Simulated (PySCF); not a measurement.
Vertical excitations of a molecule C4H8OSi from TDA-PBE/def2-SVPD run with PySCF, as energy in eV (oscillator strength): 5.50 (0.013), 5.64 (0.003), 5.88 (0.001), 6.08 (0.011), 6.14 (0.003), 6.25 (0.005), 6.58 (0.001), 6.61 (0.024), 6.74 (0.037), 6.85 (0.001). Lowest triplet (TDA): 4.86 eV. Geometry optimised at r2SCAN-D4/def2-SVP. One conformer was computed; it need not be the lowest.

Q: Pick the molecule that these values belong to.
(A) C=C=C[SiH2]OC
(B) C=C1C[SiH](O)C1
(C) C#C[SiH2]CCO
(D) [SiH3]C1=CCOC1

A: C, C#C[SiH2]CCO
